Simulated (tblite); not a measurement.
CH₇B₂NP₂.
Bonds: N1–C2 (triple), C2–B3, B3–P4, P4–B5, B5–P6, B3–P6. Hydrogens: H7 on B3; H8, H9 on P4; H10, H11 on B5; H12, H13 on P6.
Bond orders are those of one Lewis drawing.

Computed with GFN2-xTB (tblite), gas phase: Langevin dynamics at 400 K from the optimised GFN2-xTB geometry, time step 0.5 fs, friction 0.01 fs⁻¹, 2000 steps.

Start geometry:
```
atom  x, y, z in Å
N1     -2.257   -1.089    1.909
C2     -1.757   -0.801    0.916
B3     -1.077   -0.414   -0.412
P4     -0.277    1.364   -0.190
B5      1.420    0.561    0.358
P6      0.753   -1.121   -0.383
H7     -1.724   -0.606   -1.383
H8     -0.922    2.322    0.581
H9     -0.244    2.095   -1.371
H10     2.388    1.001   -0.155
H11     1.454    0.484    1.542
H12     1.228   -1.448   -1.647
H13     1.011   -2.347    0.216
```

The statistics below take the 31 frames saved every 25 fs from 250 to 1000 fs; their kinetic temperature (all 3N coordinates) averages 408 K.

**Question.** Give the mean, spread and extremes of the bond lengths.

**Answer.** 
| bond | start (Å) | mean (Å) | standard deviation (Å) | shortest (Å) | longest (Å) |
| --- | --- | --- | --- | --- | --- |
| N1≡C2 | 1.148 | 1.150 | 0.013 | 1.121 | 1.176 |
| C2–B3 | 1.542 | 1.549 | 0.037 | 1.479 | 1.645 |
| B3–P4 | 1.962 | 1.976 | 0.073 | 1.835 | 2.220 |
| P4–B5 | 1.956 | 1.976 | 0.068 | 1.873 | 2.122 |
| B5–P6 | 1.956 | 1.971 | 0.057 | 1.842 | 2.090 |
| B3–P6 | 1.961 | 1.978 | 0.069 | 1.831 | 2.150 |
| B3–H7 | 1.183 | 1.189 | 0.032 | 1.108 | 1.239 |
| P4–H8 | 1.389 | 1.394 | 0.038 | 1.312 | 1.457 |
| P4–H9 | 1.389 | 1.398 | 0.044 | 1.305 | 1.481 |
| B5–H10 | 1.181 | 1.180 | 0.036 | 1.105 | 1.244 |
| B5–H11 | 1.186 | 1.196 | 0.038 | 1.134 | 1.296 |
| P6–H12 | 1.389 | 1.401 | 0.040 | 1.338 | 1.488 |
| P6–H13 | 1.389 | 1.400 | 0.039 | 1.313 | 1.505 |

**Question.** How far does each atom move about its mean position (frames aligned on the start, all atoms weighted alike), and what rms force does it feel?

**Answer.** 
```
atom  rms displacement (Å)  rms force (eV/Å)
  N1                  0.32              1.70
  C2                  0.17              1.95
  B3                  0.13              1.52
  P4                  0.11              1.66
  B5                  0.12              1.34
  P6                  0.12              1.55
  H7                  0.21              0.86
  H8                  0.26              0.83
  H9                  0.27              0.93
 H10                  0.26              1.01
 H11                  0.25              0.82
 H12                  0.27              0.76
 H13                  0.30              0.77
```

The displacements run from 0.11 to 0.32 Å, the largest at N1.

The run is classical and short, so these are rough statistics of one trajectory.

What follows is the cost of the whole dynamics run. Hardware: one thread of an Arm Neoverse N1, shared host with 64 logical CPUs at a one-minute load of 57. Cost: 18 s of wall time, 0.18 GiB resident at most.
